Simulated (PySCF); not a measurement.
**Tl2F2 at several levels of theory**

Computed with PySCF 2.14.0 (density fitting, no spin-orbit coupling) at the geometry relaxed with B3LYP:

```xyz
4
Tl2F2 (singlet)
Tl    0.0000    0.0000    1.8475
Tl    0.0000    0.0000   -1.8475
F     1.3933    0.0000    0.0000
F    -1.3933    0.0000    0.0000
```

```json
{"level": "B3LYP", "basis": "Tl def2-SVP with ECP60, F def2-SVP", "state": "singlet", "HOMO (eV)": "-7.06", "gap (eV)": "5.68", "charge on Tl1 (e)": "0.48", "dipole about the centre of mass (D)": "0.00", "largest force component (eV/Å)": "0.01"}
{"level": "PBE", "basis": "the same", "state": "singlet", "HOMO (eV)": "-6.08", "gap (eV)": "4.33", "charge on Tl1 (e)": "0.42", "dipole about the centre of mass (D)": "0.00", "largest force component (eV/Å)": "0.11"}
{"level": "r2SCAN", "basis": "the same", "state": "singlet", "HOMO (eV)": "-6.38", "gap (eV)": "4.87", "charge on Tl1 (e)": "0.48", "dipole about the centre of mass (D)": "0.00", "largest force component (eV/Å)": "0.25"}
{"level": "M06-L", "basis": "the same", "state": "singlet", "HOMO (eV)": "-6.05", "gap (eV)": "4.84", "charge on Tl1 (e)": "0.52", "dipole about the centre of mass (D)": "0.00", "largest force component (eV/Å)": "0.03"}
{"level": "wB97X", "basis": "the same", "state": "singlet", "HOMO (eV)": "-9.28", "gap (eV)": "9.93", "charge on Tl1 (e)": "0.50", "dipole about the centre of mass (D)": "0.00", "largest force component (eV/Å)": "0.20"}
{"level": "B3LYP", "basis": "Tl x2c-SVPall, F x2c-SVPall", "state": "singlet", "HOMO (eV)": "-7.07", "gap (eV)": "5.73", "charge on Tl1 (e)": "0.50", "dipole about the centre of mass (D)": "0.00", "largest force component (eV/Å)": "0.45"}
```

Charges are Mulliken's, which hang on the basis. The relaxation used the grid (50, 194), these runs (75, 302) or, all-electron (x2c bases, spin-free X2C Hamiltonian), (99, 590).

Q: What does B3LYP with Tl def2-TZVP with ECP60, F def2-TZVP give here?

A: state singlet, HOMO (eV) -7.27, gap (eV) 5.77, charge on Tl1 (e) 0.59, dipole about the centre of mass (D) 0.00, largest force component (eV/Å) 0.23. Time: 9.2 s on 2 threads of Arm Neoverse V2, on a shared host, from free ions and atoms.

In the first row's basis the gap widens with exact exchange: 4.3 to 4.9 eV for PBE, M06-L, r2SCAN (none); 5.7 eV for B3LYP (a fixed share); 9.9 eV for wB97X (rising or full at long range).

A frequency check found unstable modes (1, the lowest at -5 cm⁻¹), so the relaxed geometry is a saddle point, or these are noise.
